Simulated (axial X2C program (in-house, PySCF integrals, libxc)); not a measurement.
## Curves of PrH⁺ from open-shell CI on f2 s1 d(πδ)0

Calculated with an in-house all-electron X2C program for linear molecules (integrals from PySCF): two-component X2C with atomic mean-field Coulomb and Gaunt terms, basis Pr dyall-v3z, H dyall-v3z (cores contracted in-house). Orbitals come from Hartree–Fock averaged over the configuration Pr f2 s1 d(πδ)0; CI then distributes these electrons over the f, s, d(πδ) shells of Pr.

Scan along the bond; masses Pr 140.908 u, H 1.008 u. Energies in cm⁻¹ from the lowest point; levels are followed by energy order within each Ω. Lowest level at 1.963 Å: 100% f2 d(πδ)1.

```
R (Å)  (1)Ω=11/2  (1)Ω=9/2  (1)Ω=7/2  (1)Ω=5/2  (1)Ω=13/2  (1)Ω=3/2  (2)Ω=11/2
1.826       1577      2035      2625      2973       3170      3280       3551
1.894        618      1056      1645      2024       2216      2351       2576
1.963        110       526      1108      1513       1713      1855       2050
2.042          0       389       961      1386       1610      1743       1919
2.120        291       652      1211      1650       1907      2017       2189
2.208        993      1323      1865      2311       2617      2684       2868
2.316       2267      2557      3075      3522       3901      3896       4114
```

Q: Fit the curves (1)Ω=11/2, (1)Ω=9/2, (1)Ω=7/2, (1)Ω=5/2, (1)Ω=13/2, (1)Ω=3/2, (2)Ω=11/2 near their minima.

A: From the open-shell CI curves, Te from the lowest:

```
    level  Te (cm⁻¹)  Re (Å)  ωe (cm⁻¹)
(1)Ω=11/2          0   2.021     1523.1
 (1)Ω=9/2        395   2.026     1510.6
 (1)Ω=7/2        969   2.029     1501.5
 (1)Ω=5/2       1391   2.025     1495.8
(1)Ω=13/2       1608   2.020     1526.0
 (1)Ω=3/2       1745   2.023     1492.5
(2)Ω=11/2       1924   2.025     1514.2
```

Without dynamic correlation distances can be off by several hundredths of an Å (long for ionic bonds, short for multiple bonds) and the wavenumbers are rough.

The 7 lowest curves are shown; the next is (1)Ω=1/2, from 1980 cm⁻¹.

There is no dynamic correlation: spin–orbit spacings and, for f shells, spacings inside one term are the most reliable numbers, splittings between terms come out too wide, and energies between configurations are not reliable, so the lowest level need not be the ground state of the molecule. The lowest levels belong to f2 d(πδ)1, not to the averaged configuration, so orbitals and distance suit them less well. At most 4 roots were kept for each Ω > 0 (twice that for Ω = 0) within 2.2 eV of the lowest, so higher up levels can be missing between those listed; levels with Ω > 0 are doubly degenerate and listed once, Ω = 0 levels singly. States that fill the shells left empty in the average are placed too high.
